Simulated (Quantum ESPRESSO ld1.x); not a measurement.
The numbers below are computed, except where a source is named.
Question: Ionisation ladder of mercury, from Hg XLV to Hg LXVI. Each ion is in the ground configuration listed by NIST, and IE = E(next ion) - E(this ion). Level of theory: Dirac Kohn-Sham, PBE, spin-unpolarised, spherical densities, point nucleus; open shells are shared between the two j in proportion to 2j + 1 (ld1.x of Quantum ESPRESSO 7.5).

| species | configuration | IE, Delta-SCF (eV) | -e(HOMO) (eV) | HOMO |
|---|---|---|---|---|
| Hg XLV | [Kr] | 2406.2 | 2327.2 | 4p3/2 |
| Hg XLVI | [Ar] 3d10 4s2 4p5 | 2468.5 | 2388.8 | 4p3/2 |
| Hg XLVII | [Ar] 3d10 4s2 4p4 | 2531.1 | 2450.6 | 4p3/2 |
| Hg XLVIII | [Ar] 3d10 4s2 4p3 | 2593.9 | 2512.7 | 4p3/2 |
| Hg XLIX | [Ar] 3d10 4s2 4p2 | ? | 2574.9 | 4p3/2 |
| Hg L | [Ar] 3d10 4s2 4p1 | 2719.9 | 2637.3 | 4p3/2 |
| Hg LI | [Ar] 3d10 4s2 | 2998.3 | 2965.8 | 4s1/2 |
| Hg LII | [Ar] 3d10 4s1 | ? | 3030.9 | 4s1/2 |
| Hg LIII | [Ar] 3d10 | ? | 4985.9 | 3d5/2 |
| Hg LIV | [Ar] 3d9 | 5241.3 | 5128.5 | 3d5/2 |
| Hg LV | [Ar] 3d8 | 5386.8 | 5272.5 | 3d5/2 |
| Hg LVI | [Ar] 3d7 | 5533.7 | 5418.1 | 3d5/2 |
| Hg LVII | [Ar] 3d6 | 5682.1 | 5565.0 | 3d5/2 |
| Hg LVIII | [Ar] 3d5 | ? | 5713.4 | 3d5/2 |
| Hg LIX | [Ar] 3d4 | 5983.1 | 5863.1 | 3d5/2 |
| Hg LX | [Ar] 3d3 | 6135.6 | 6014.2 | 3d5/2 |
| Hg LXI | [Ar] 3d2 | 6289.4 | 6166.6 | 3d5/2 |
| Hg LXII | [Ar] 3d1 | 6444.5 | 6320.2 | 3d5/2 |
| Hg LXIII | [Ar] | 7119.1 | 6877.9 | 3p3/2 |
| Hg LXIV | [Ne] 3s2 3p5 | 7258.5 | 7015.3 | 3p3/2 |
| Hg LXV | [Ne] 3s2 3p4 | 7398.4 | 7153.2 | 3p3/2 |
| Hg LXVI | [Ne] 3s2 3p3 | 7538.5 | 7291.4 | 3p3/2 |

Estimate the withheld Delta-SCF values.

Answer: Hg XLIX: 2656.8 eV (NIST 2745); Hg LII: 3063.8 eV (NIST 3050); Hg LIII: 5097.2 eV (NIST 5055); Hg LVIII: 5831.9 eV (NIST 5780).

Beside tabulated values, note that spin-unpolarised runs miss the spin-polarisation part of the exchange energy of open shells.
